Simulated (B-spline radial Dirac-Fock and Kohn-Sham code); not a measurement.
**Run log: Si**

ΔSCF core binding energies without Breit or QED terms, calculated with an atomic code on a B-spline grid. Keys: rel is the Hamiltonian (dirac, or spin-free x2c and nr, where L3 and M5 stand for the whole 2p and 3d shells), method is hf or an exchange,correlation pair (spin-unpolarised, also for the hole states), nuc the nuclear model, radius_factor scales its radius, rmax is the box in bohr, h the logarithmic mesh step, order the B-spline order, points the quadrature points per cell, c_factor scales the speed of light, and damp, ndamp, maxit and tol steer the iteration. The run stops when the commutator error falls below 10·tol·max(1, Z/10), or the numerical noise floor, and the energy has settled to about 1e-8 Ha; the virial ratio is −V/T.

Input (task.json):

```json
{"items": [{"Z": 14, "q": 0, "cfg": [[1, 0, 2], [2, 0, 2], [2, 1, 6], [3, 0, 2], [3, 1, 2]], "A": 28, "rrms": 3.1224, "do": "settings", "holes": ["K", "L3", "M5"],
  "settings": [{"rel": "dirac", "method": "hf", "nuc": "fermi", "radius_factor": 1.0, "rmax": 45.0, "h": 0.3, "order": 8, "points": 10, "c_factor": 1.0, "maxit": 60, "damp": 0.0, "ndamp": 3, "tol": 1e-08}]}]}
```

Command: `python xray2_run.py task.json out`

Ground-state iterations:

```
iter   energy (Ha)        error
   1     -288.64851276  5.41e-01
   2     -289.38622088  7.54e-02
   3     -289.45372780  2.77e-02
   4     -289.46053351  1.01e-02
   5     -289.46124892  3.36e-03
   6     -289.46133581  6.08e-05
   7     -289.46133593  5.98e-06
   8     -289.46133593  1.74e-06
   9     -289.46133593  2.04e-07
```

The ground state converged in 9 iterations, with total energy -289.46134 Ha, virial ratio 1.99567 and highest orbital energy -7.56 eV. ΔSCF binding energies: K (1s) 1850.1 eV, L3 (2p3/2) 107.9 eV. Holes are computed only in closed shells, and unreliable hole states are left out.
